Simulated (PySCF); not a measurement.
**Radial density of Cd²⁶⁺ (cadmium, charge +26)**

BLYP, [Ar] 3d4, high-spin 5D determinant. All numbers are calculated (PySCF 2.14, scalar relativity by spin-free X2C-1e, in an even-tempered Gaussian basis (18 s from 3.4 bohr⁻², ratio 2.5; 12 p from 4.4 bohr⁻², ratio 2.5; 8 d from 4.4 bohr⁻², ratio 2.5; 4 f from 17 bohr⁻², ratio 2.7; 3 g from 25 bohr⁻², ratio 2.7)).

| r (bohr) | 4πr²ρ (e/bohr) | 4πr²(ρα − ρβ) |
| --- | --- | --- |
| 0.0310 | 56.71 | 0.0137 |
| 0.0522 | 56.31 | 0.2134 |
| 0.0878 | 76.14 | 1.8025 |
| 0.148 | 49.75 | 8.1039 |
| 0.248 | 43.26 | 14.5000 |
| 0.418 | 24.59 | 6.0601 |
| 0.703 | 0.9014 | 0.2345 |
| 1.18 | 0.001232 | 0.0004 |

Densities and radii are taken from the X2C orbitals without a picture-change correction, which distorts them close to the nucleus.

Spin-orbit coupling, absent here, splits the open shell strongly.
